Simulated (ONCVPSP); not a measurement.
Cutoff test, Ir, ONCV

| Quantity | Value |
| --- | --- |
| Element | iridium (Ir) |
| Generator | ONCVPSP 4.0.1 |
| Type | optimised norm-conserving Vanderbilt (ONCV) |
| Functional | PBE |
| Relativity | scalar-relativistic |
| Frozen core | [Kr] 4d10 |
| Valence charge | 31 |
| Reference configuration | 4f14 5s2 5p6 5d7 6s1.75 6p0.25 |
| Partial waves | 5s+6s: rc 1.45 bohr, ncon 4, nbas 8, qcut 9.6 1/bohr, 2 projectors; 5p+6p: rc 1.50 bohr, ncon 3, nbas 7, qcut 8.4 1/bohr, 2 projectors; 5d: rc 1.50 bohr, ncon 5, nbas 9, qcut 5.6 1/bohr, 2 projectors, debl 3.6 Ha; 4f: rc 1.00 bohr, ncon 3, nbas 8, qcut 18.9 1/bohr, 2 projectors, debl 4 Ha |
| Local potential | polynomial inside 0.95 bohr (lpopt 5, dvloc0 4 Ha) |
| Core correction | none |

Task: For each optimised wave give the share of its norm inside rc, the residual kinetic energy above qcut (Ha) and the cutoffs (Ha) for errors of 10, 1, 0.1 and 0.01 mHa per electron.

Result:

```
         wave  norm inside rc  residual KE  10 mHa  1 mHa  0.1 mHa  0.01 mHa
           5s           0.920      3.0e-07    25.4   31.7     36.8      40.7
           6s           0.051      2.5e-07    21.1   28.8     35.0      40.0
           5p           0.840      5.5e-06    11.8   24.6     29.6      34.4
           6p           0.019      8.8e-07     7.0   11.5     25.2      30.7
           5d           0.459      2.8e-03    13.4   17.5     34.5      89.5
d projector 2           0.089      7.5e-03    15.1   19.4     32.9      54.5
           4f           0.946      1.2e-06   129.1  145.7    158.3     168.4
f projector 2           0.058      9.5e-07   118.8  139.3    155.1     167.0
```

The occupied waves need 146 Ha and 158 Ha for 1 and 0.1 mHa. Note: no bound ghost flagged; GHOST(+) flagged for s at 88.0 eV. 1 of 4 tests not solved or not reliable.
